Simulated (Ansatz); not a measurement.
Program: Ansatz. Geometries: PBE0-D4/def2-TZVP. ΔE: electronic, gas phase. CBS: MP2 limit from def2 TZ/QZ plus the TZ coupled-cluster correction, frozen cores. Functionals use def2-TZVPP. B3LYP here is the variant with VWN-RPA as its local correlation; programs differ in this. Each species was taken in one conformer, which may not be the lowest.

`C=C[SiH2]N[SiH](Cl)Cl` + `S[SiH2]Cl` → `Cl[SiH2]S[SiH](Cl)Cl` + `C=C[SiH2]N`  (ligand exchange at the Si–N bond)

```csv
level,ΔE (kJ/mol),difference from CCSD(T)/CBS
PBE-D4,7.2,-10.4
PBE0-D4,10.9,-6.7
B3LYP-D4,16.8,-0.8
ωB97X-V,18.7,1.1
ωB97M-V,18.6,1.0
B2PLYP,18.3,0.7
CCSD/def2-TZVPP,24.9,7.3
CCSD(T)/def2-TZVPP,22.7,5.1
MP2/def2-QZVPP,15.2,-2.4
MP2/CBS(def2),12.7,-4.9
CCSD(T)/CBS,17.6,0
```

Largest T1 diagnostic among the species: 0.011.

From PBE to PBE0 (25 % exact exchange), in def2-TZVPP and without D4, ΔE moves by +3.6 kJ/mol. In def2-TZVPP, CCSD(T) changes the Hartree–Fock value by −5.2 kJ/mol (the triples alone add −2.1 kJ/mol) and MP2 by −10.2 kJ/mol.
